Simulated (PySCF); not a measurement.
## Electron correlation in Cu⁺ (copper, charge +1)

[Ar] 3d10, closed-shell 1S. Calculation: PySCF 2.14, in jorge-DZP-DKH (8s6p2d1f, 43 functions); scalar relativity by spin-free X2C-1e. Frozen: [Ar]; 10 electrons correlated.

Total MP2 correlation energy: -285.46 mhartree.

Same-spin part -107.09 and opposite-spin part -178.37 mhartree; SCS-MP2 scales them by 1/3 and 6/5 to -249.74 mhartree.

```
  level  correlation energy (mhartree)
   CCSD                        -254.54
    (T)                         -11.44
CCSD(T)                        -265.98
```

Diagnostics: T1 = 0.0091, D1 = 0.0129, largest double amplitude 0.035.

Cost of the coupled-cluster step: 0.49 s of wall time on 1 thread of Neoverse-N1 (shared host), for 10 correlated electrons.
